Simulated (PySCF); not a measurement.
Vertical excitations of a molecule C4H7FO from TDA-PBE/def2-SVPD (PySCF 2.14.0), as energy in eV (oscillator strength): 6.19 (0.005), 6.70 (0.007), 6.84 (0.026), 7.00 (0.005), 7.16 (0.037), 7.26 (0.013), 7.34 (0.009), 7.48 (0.006), 7.54 (0.017), 7.79 (0.006). Lowest triplet (TDA): 5.99 eV. Geometry: PBE0-D3(BJ)/def2-SVP. Other conformers were not sampled.

Q: Which molecule gave these data?
(A) COC1(F)CC1
(B) C=C(F)OCC
(C) OC[C@H]1C[C@@H]1F
(D) CO/C(C)=C\F

A: C, OC[C@H]1C[C@@H]1F
